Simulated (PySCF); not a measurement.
Two-component Hartree-Fock for Sb¹⁵⁺ (antimony, charge +15)

Start: [Kr]. Calculated with PySCF 2.14 in an uncontracted even-tempered set (18 s from 0.75 bohr⁻², ratio 2.8; 14 p from 0.97 bohr⁻², ratio 2.8; 9 d from 1.7 bohr⁻², ratio 2.8; 4 f from 7.1 bohr⁻², ratio 3): generalised Hartree-Fock with the X2C-1e Hamiltonian and a Gaussian nucleus; spin-orbit coupling (SO) screened by Boettger's factors.

| spinor shell | electrons | ε, screened SO (eV) | weight of nominal j (screened SO) | rms radius, screened SO (bohr) |
| --- | --- | --- | --- | --- |
| 1s1/2 | 2 | -31004.9 | 1.000 | 0.0325 |
| 2s1/2 | 2 | -5121.4 | 1.000 | 0.133 |
| 2p1/2 | 2 | -4803.9 | 1.000 | 0.115 |
| 2p3/2 | 4 | -4549.4 | 1.000 | 0.120 |
| 3s1/2 | 2 | -1322.9 | 1.000 | 0.351 |
| 3p1/2 | 2 | -1192.2 | 1.000 | 0.343 |
| 3p3/2 | 4 | -1143.1 | 1.000 | 0.354 |
| 3d3/2 | 4 | -914.63 | 1.000 | 0.326 |
| 3d5/2 | 6 | -904.53 | 1.000 | 0.329 |
| 4s1/2 | 2 | -484.03 | 1.000 | 0.779 |
| 4p1/2 | 2 | -431.11 | 1.000 | 0.801 |
| 4p3/2 | 4 | -419.70 | 1.000 | 0.821 |

| quantity | screened SO |
| --- | --- |
| E (hartree) | -6398.29525 |
| M_J | 0 |
| ⟨J²⟩ | 0.000 |
| ⟨L²⟩ | 0.016 |
| ⟨S²⟩ | 0.016 |

Breit and QED terms are absent; they matter most for the inner s and p1/2 levels.

Densities and radii are taken from the X2C orbitals without a picture-change correction, which distorts them close to the nucleus.
